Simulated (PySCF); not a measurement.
C3H7NOSi, SMILES C1=N[SiH2][C@@H](C)O1.

Geometry optimised at B3LYP-D3(BJ)/def2-SVP. The structure was generated by enumeration; whether it is a known compound was not checked. Other conformers were not sampled.

All values below come from PBE0/def2-TZVP run with PySCF.

Problem. Estimate the frontier levels, gap, dipole moment and polarisability. (An estimate is asked for; the answer gives what the named calculation found.)

Solution. 
The highest occupied level comes out as -7.66 eV. The lowest empty level is -0.05 eV, the orbital gap comes out as 7.61 eV and the dipole moment is 2.05 D. The quadrupole, principal values (traceless, Buckingham form, about the centre of nuclear charge) is -5.69, 0.81, 4.88 D·Å. The mean static polarisability comes out as 68.2 bohr³ (10.10 Å³) and the polarisability, principal values is 55.9, 72.5, 76.1 bohr³.
